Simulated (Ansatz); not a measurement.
Ideal-gas functions of `SB(Cl)Br` at 600 K and 1 bar, from an Ansatz frequency run at PBE0-D4/def2-TZVP.

Molar mass 159.24 g/mol, point group Cs (symmetry number 1), electronic degeneracy 1, moments of inertia 159.182, 295.767, 454.948 u Å². Harmonic wavenumbers (cm⁻¹, unscaled): 200, 207, 392, 398, 429, 770, 960, 984, 2716.

Use S(trans) = R[1.5 ln M + 2.5 ln T − 1.1517]; rotational temperatures θ = 24.2544 K / I; S(rot) = R[ln(√π/σ · √(T³/θAθBθC)) + 1.5]; for each mode x = 1.438777 ν̃/T, S = R[x/(eˣ − 1) − ln(1 − e⁻ˣ)] and H = RT x/(eˣ − 1); 1 cm⁻¹ = 0.0119627 kJ/mol; R = 8.31446 J/(mol·K).

Q: By hand: the entropy, in J/(mol·K).

A: Translation 186.6. Rotation: θ = 0.1524, 0.082, 0.0533 K, giving 127.4. Vibration, mode by mode: 14.50, 14.22, 9.13, 9.01, 8.44, 4.30, 3.00, 2.87, 0.09, in all 65.6. Electronic 0.0. Sum 379.6 J/(mol·K).

Q: By hand: H − E and G − E in kJ/mol, counted from the electronic energy.

A: Zero-point energy ½ × 7056 × 0.0119627 = 42.2; thermal vibration 20.9; translation, rotation and pV give 4 RT = 20.0. H − E = 83.1 kJ/mol, and G − E = 83.1 − 600 × 379.6/1000 = -144.7 kJ/mol.

Vibration gives 17 % of the entropy. The sum counts one conformer and one mirror image; others add a mixing term.
